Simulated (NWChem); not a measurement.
System: MgCl$_{2}$; SMILES [Cl][Mg][Cl]

Program: NWChem. The highest occupied level is degenerate, so the cation is one component of its state. Structure relaxed at the B3LYP/6-31G* (spherical d) level. Ions are spin-unrestricted doublets at the neutral geometry. Hybrids' shares of exact exchange are those that their runs print; pure functionals count as 0. The functionals differ in more than this share.

```
row                  share of exact exchange  ΔSCF ionisation energy minus −ε(HOMO) (eV)
-------------------  -----------------------  ------------------------------------------
PBE/def2-TZVP                           0.00                                        3.06
B3LYP/def2-TZVP                         0.20                                    withheld
PBE0/def2-TZVP                          0.25                                        2.13
BHandHLYP/def2-TZVP                     0.50                                        1.19
```

**Question.** Fit a straight line of the last column on the one before it, predict the withheld value, and compare with the run.

**Answer.** 
1. Means of the 3 shown rows: x = 0.250, y = 2.127. Slope Σ(x − x̄)(y − ȳ)/Σ(x − x̄)² = -0.4675/0.1250 = -3.740; intercept 3.062.
2. The shown rows scatter about the line by 0.002 (root mean square); the largest residual is 0.00, at PBE0/def2-TZVP.
3. At x = 0.20 (B3LYP/def2-TZVP; inside the shown range) the line gives 2.31.
4. The run gives 2.34, +0.03 from the line. The line crosses zero at a share of 0.82, outside the shown range.
